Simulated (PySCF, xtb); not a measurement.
H6N2OSi, SMILES [SiH](N)(O)N. Other conformers were not sampled.

Harmonic wavenumbers (cm⁻¹) from GFN2-xTB in xtb at its own minimum, in rising order: 137, 196, 220, 239, 291, 318, 564, 577, 669, 691, 780, 816, 820, 849, 910, 944, 1533, 1538, 2294, 3468, 3474, 3506, 3526, 3689.

**Question.** What does r2SCAN-D4/def2-SVP in PySCF give at its own minimum? (An estimate is asked for; the answer gives what the named calculation found.)

**Answer.** 97, 175, 267, 290, 321, 387, 436, 454, 716, 749, 793, 830, 860, 892, 935, 972, 1541, 1545, 2228, 3560, 3568, 3658, 3666, 3865. Paired by order, the mean absolute difference is 63 cm⁻¹ and the zero-point energies are 45.8 and 46.9 kcal/mol.
